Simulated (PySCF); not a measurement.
AlO (SMILES [O]=[Al]), doublet (typed; the unrestricted solution is spin-contaminated), at a GFN2-xTB geometry (such geometries of metal compounds can be far from the true shape), with bond 2-1 at 2.2 times its length; PBE/cc-pVDZ run with PySCF.

Input for PySCF:
```python
from pyscf import gto, scf, dft

mol = gto.M(
    atom='''
Al   -0.00000000   -0.00000000   -0.59815116
O     0.00000000    0.00000000    2.85617178
''',
    basis='cc-pvdz',
    spin=1,
    verbose=4,
)

mf = dft.UKS(mol)
mf.xc = 'pbe'
mf.kernel()
mo_i, mo_e, stable_i, stable_e = mf.stability(internal=True, external=False, return_status=True, nroots=6, tol=1e-6)
print('internally stable:', stable_i, ' externally stable:', stable_e)
if not stable_i:
    umf = mf.copy()
    umf.scf_summary = {}
    umf.kernel(umf.make_rdm1(mo_i, mf.mo_occ))
mf.analyze()
```

Output, abridged:

```
PySCF version 2.14.0

[INPUT] verbose = 4
[INPUT] num. atoms = 2
[INPUT] num. electrons = 21
[INPUT] charge = 0
[INPUT] spin (= nelec alpha-beta = 2S) = 1
[INPUT] symmetry False subgroup None
[INPUT] Mole.unit = angstrom
[INPUT] Symbol           X                Y                Z      unit          X                Y                Z       unit  Magmom
[...]
nuclear repulsion = 15.9320454084933
number of shells = 10
number of NR pGTOs = 67
number of NR cGTOs = 32
basis = cc-pvdz
ecp = {}

******** <class 'pyscf.dft.uks.UKS'> ********
method = UKS
initial guess = minao
damping factor = 0
level_shift factor = 0
DIIS = <class 'pyscf.scf.diis.CDIIS'>
diis_start_cycle = 1
diis_space = 8
diis_damp = 0
SCF conv_tol = 1e-09
SCF conv_tol_grad = None
SCF max_cycles = 50
direct_scf = True
direct_scf_tol = 1e-13
number electrons alpha = 11  beta = 10
XC library pyscf.dft.libxc version 7.1.2
    S. Lehtola, C. Steigemann, M. J. T. Oliveira, and M. A. L. Marques,  SoftwareX 7, 1–5 (2018)
XC functionals = pbe
    J. P. Perdew, K. Burke, and M. Ernzerhof,  Phys. Rev. Lett. 77, 3865 (1996)
    J. P. Perdew, K. Burke, and M. Ernzerhof,  Phys. Rev. Lett. 78, 1396 (1997)
    J. P. Perdew, K. Burke, and M. Ernzerhof,  Phys. Rev. Lett. 77, 3865 (1996)
    J. P. Perdew, K. Burke, and M. Ernzerhof,  Phys. Rev. Lett. 78, 1396 (1997)
radial grids:
    Treutler-Ahlrichs [JCP 102, 346 (1995); DOI:10.1063/1.469408] (M4) radial grids

becke partition: Becke, JCP 88, 2547 (1988); DOI:10.1063/1.454033
pruning grids: <function nwchem_prune>
grids dens level: 3
symmetrized grids: False
atomic radii adjust function: <function treutler_atomic_radii_adjust>
small_rho_cutoff = 0
Set gradient conv threshold to 3.16228e-05
tot grids = 33264
init E= -317.117529530831

cycle= 1 E= -316.013129913752  delta_E=  1.1  |g|=  1.1  |ddm|= 0.86
cycle= 2 E= -300.330731932361  delta_E= 15.7  |g|=  1.3  |ddm|= 6.94
cycle= 3 E= -314.013076470182  delta_E= -13.7  |g|= 2.17  |ddm|=  6.9
cycle= 4 E= -315.300444306472  delta_E= -1.29  |g|= 1.65  |ddm|= 1.12
cycle= 5 E= -315.850072178522  delta_E= -0.55  |g|= 1.45  |ddm|= 0.42
cycle= 6 E= -310.035663114406  delta_E= 5.81  |g|= 1.32  |ddm|= 2.44
cycle= 7 E= -310.132700999832  delta_E= -0.097  |g|= 1.31  |ddm|= 0.134
cycle= 8 E= -310.107200233952  delta_E= 0.0255  |g|= 1.31  |ddm|= 0.0735
cycle= 9 E= -310.115379240059  delta_E= -0.00818  |g|= 1.31  |ddm|= 0.164
cycle= 10 E= -313.592050252726  delta_E= -3.48  |g|= 2.33  |ddm|= 2.92
[...]
converged SCF energy = -317.249793163341  <S^2> = 1.1413168  2S+1 = 2.3590819
[...]
  3.29866461e-02  5.87265112e-02]
<class 'pyscf.dft.uks.UKS'> wavefunction is stable in the internal stability analysis
internally stable: True  externally stable: None
**** SCF Summaries ****
Total Energy =                        -317.249793163340712
Nuclear Repulsion Energy =              15.932045408493279
One-electron Energy =                 -472.137981800813918
Two-electron Energy =                  138.956143228979982
Two-electron Coulomb Energy =          165.768900372414663
DFT Exchange-Correlation Energy =      -26.812757143434673
**** MO energy ****
                             alpha | beta                alpha | beta
[...]
To work with the spin densities directly, `use mulliken_meta_spin()` only printing them here.

 ** Mulliken spin pop alpha/beta on meta-lowdin orthogonal AOs **
 ** Mulliken Spin Density (per AO)  **
spin_pop of  0 Al 1s       -0.00000
spin_pop of  0 Al 2s       -0.00000
spin_pop of  0 Al 3s        0.00025
spin_pop of  0 Al 4s        0.00017
spin_pop of  0 Al 2px      -0.00000
spin_pop of  0 Al 2py      -0.00001
spin_pop of  0 Al 2pz      -0.00001
spin_pop of  0 Al 3px      -0.13644
spin_pop of  0 Al 3py      -0.19417
spin_pop of  0 Al 3pz      -0.24427
spin_pop of  0 Al 4px      -0.00032
spin_pop of  0 Al 4py      -0.00053
spin_pop of  0 Al 4pz      -0.00064
spin_pop of  0 Al 3dxy      0.00012
spin_pop of  0 Al 3dyz      0.00012
spin_pop of  0 Al 3dz^2     0.00009
spin_pop of  0 Al 3dxz      0.00012
spin_pop of  0 Al 3dx2-y2    0.00000
spin_pop of  1 O 1s       -0.00001
spin_pop of  1 O 2s        0.00004
spin_pop of  1 O 3s       -0.00026
spin_pop of  1 O 2px       0.72304
spin_pop of  1 O 2py       0.60881
spin_pop of  1 O 2pz       0.24493
spin_pop of  1 O 3px      -0.00025
spin_pop of  1 O 3py      -0.00037
spin_pop of  1 O 3pz      -0.00053
spin_pop of  1 O 3dxy      0.00009
spin_pop of  1 O 3dyz      0.00000
spin_pop of  1 O 3dz^2     0.00003
spin_pop of  1 O 3dxz      0.00000
spin_pop of  1 O 3dx2-y2    0.00000
 ** Mulliken Spin Density (per atom)  **
spin density of  0 Al =     -0.57553
spin density of  1 O =      1.57553
 ** Mulliken pop alpha/beta on meta-lowdin orthogonal AOs **
 ** Mulliken pop       alpha | beta **
[...]
In total            11.00000 | 10.00000
 ** Mulliken atomic charges   ( Nelec_alpha | Nelec_beta ) **
charge of  0Al =      0.29525  (     6.06461      6.64014 )
charge of  1O =     -0.29525  (     4.93539      3.35986 )
Dipole moment(X, Y, Z, Debye): -0.00000, -0.00000, -4.87793
```
